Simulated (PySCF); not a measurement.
PySCF input file for H3OSi, SMILES [O][SiH3], multiplicity 2, PBE0/pcH-1. Geometry: B3LYP-D3(BJ)/def2-TZVP. The isomer is the one that the SMILES or the coordinates give; other isomers of the formula were not compared.

```python
import numpy as np
from pyscf import gto, scf, dft
from pyscf.prop.hfc import uks as hfc
from pyscf.prop.gtensor import uks as gtensor

mol = gto.M(
    atom='''
    O     1.18356929   -0.02668980   -0.00000001
    Si   -0.47416953   -0.00130914   -0.00000000
    H    -0.72175658    1.46918404    0.00000039
    H    -1.05421216   -0.61866856   -1.21485992
    H    -1.05421218   -0.61866920    1.21485959
    ''',
    basis='pcH-1',
    charge=0,
    spin=1,
    max_memory=1600,
    verbose=3,
)
mf = dft.UKS(mol, xc='pbe0')
mf.grids.level = 3
mf.conv_tol = 1e-10
mf.max_cycle = 100
mf.kernel()
fine, coarse = mf.grids, dft.Grids(mol).set(level=1).build(with_non0tab=True)
for _ in range(3):  # follow internal instabilities
    mf.grids = coarse
    mo, _, stable, _ = mf.stability(return_status=True, nroots=4)
    mf.grids = fine
    if stable:
        break
    mf.kernel(mf.make_rdm1(mo, mf.mo_occ))
A = hfc.HFC(mf).make_fcdip(mf.make_rdm1())  # Fermi contact and dipolar terms, MHz
print('atom   A(iso)/MHz   principal dipolar parts/MHz')
for i, a in enumerate(A):
    w = np.linalg.eigvalsh((a + a.T) / 2)
    print(f'{mol.atom_symbol(i):2s}{i + 1:3d} {w.mean():12.2f}', (w - w.mean()).round(2))
gt = gtensor.GTensor(mf)
gt.dia_soc2e, gt.para_soc2e, gt.so_eff_charge = None, None, True
gt.max_cycle_cphf = 60
g = gt.kernel()
```

Program output:

```

WARN: HOMO -0.345449336375425 >= LUMO -0.345449336375419

converged SCF energy = -366.243402188514  <S^2> = 0.7541973  2S+1 = 2.0041929
<class 'pyscf.dft.uks.UKS'> wavefunction is stable in the internal stability analysis
atom   A(iso)/MHz   principal dipolar parts/MHz
O   1       -32.64 [-262.21  130.68  131.53]
Si  2        59.56 [-3.04 -1.96  5.  ]
H   3       180.44 [-5.34 -0.75  6.08]
H   4        28.87 [-3.8  -2.81  6.62]
H   5        28.87 [-3.8  -2.81  6.62]
SOC(1e)/OZ [4.55614912e-02 4.08467750e-05 1.21219592e-02]
free electron g 2.00231930436182
g-tensor total [2.04775099 2.00214252 2.01427746]
g-shift (ppt) [45.4316888  -0.17678462 11.95815113]
```

The calculation finished and met its thresholds.

Cost: around 15 core-seconds (rough).
